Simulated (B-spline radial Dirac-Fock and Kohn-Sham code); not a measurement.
# Elastic scattering of 199 eV positrons by the Pd atom

The computed values come from a radial finite-basis atomic code: relativistic (Dirac) partial waves in the static field of the Dirac-Fock atom, without polarisation or absorption potentials. Below a few hundred eV the neglected polarisation potential matters, most of all at small angles.

| θ (°) | dσ/dΩ (Å²/sr) |
| --- | --- |
| 0 | 8.28 |
| 1 | 8.24 |
| 2 | 8.12 |
| 3 | 7.93 |
| 5 | 7.35 |
| 7 | 6.59 |
| 10 | 5.28 |
| 15 | 3.25 |
| 20 | 1.85 |
| 25 | 1.05 |
| 30 | 0.625 |
| 40 | 0.291 |
| 50 | 0.178 |
| 60 | 0.122 |
| 70 | 0.0880 |
| 80 | 0.0665 |
| 90 | 0.0524 |
| 100 | 0.0427 |
| 110 | 0.0360 |
| 120 | 0.0311 |
| 130 | 0.0276 |
| 140 | 0.0251 |
| 150 | 0.0233 |
| 160 | 0.0221 |
| 170 | 0.0214 |
| 180 | 0.0212 |

Q: What integrated cross sections go with this distribution?

A: The total elastic cross section is 3.05 Å², the first transport cross section 0.705 Å² and the second, weighted with (3/2) sin²θ, 1.18 Å². The mean deflection is ⟨1 − cos θ⟩ = 0.231, and 6.8 % of the collisions scatter beyond 90°.

Phase shifts modulo π (rad) for κ = −1 to −5: 0.091, 1.207, -1.190, -0.716, -0.426.
